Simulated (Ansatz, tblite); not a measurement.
Forces on InH2(OMe) (CH5InO) at its B3LYP-D4/def2-TZVP geometry. Total charge 0; singlet.

In the def2 sets In takes a core potential; there is no spin–orbit coupling. The xTB rows come from tblite.

GFN1-xTB (tblite), largest force 0.54 eV/Å:

```xyz
8
positions Å, forces eV/Å
In    0.114    0.326    1.696   -0.003    0.176    0.515
H    -0.677    1.825    1.413    0.197   -0.385    0.037
H     0.748   -0.511    3.042   -0.139    0.158   -0.375
O     0.364   -0.728    0.013   -0.134    0.263   -0.019
C    -0.053   -0.308   -1.265    0.139   -0.258    0.066
H    -0.761   -1.030   -1.688   -0.113   -0.095   -0.086
H     0.808   -0.250   -1.943    0.117    0.020   -0.123
H    -0.543    0.676   -1.267   -0.063    0.122   -0.014
```

GFN2-xTB (tblite), largest force 0.46 eV/Å:

```
In 0.057 -0.242 -0.387
H 0.009 0.025 0.133
H -0.067 0.122 -0.038
O -0.093 0.175 -0.038
C 0.064 -0.135 -0.020
H -0.008 -0.041 0.112
H 0.065 -0.005 0.100
H -0.028 0.101 0.137
```

PBE-D4/def2-TZVP (Ansatz), largest force 0.29 eV/Å:

```
In -0.030 0.095 0.106
H -0.043 0.075 -0.034
H 0.034 -0.054 0.043
O 0.130 -0.244 0.055
C -0.002 0.051 0.144
H -0.181 -0.189 -0.113
H 0.222 0.012 -0.178
H -0.130 0.254 -0.024
```
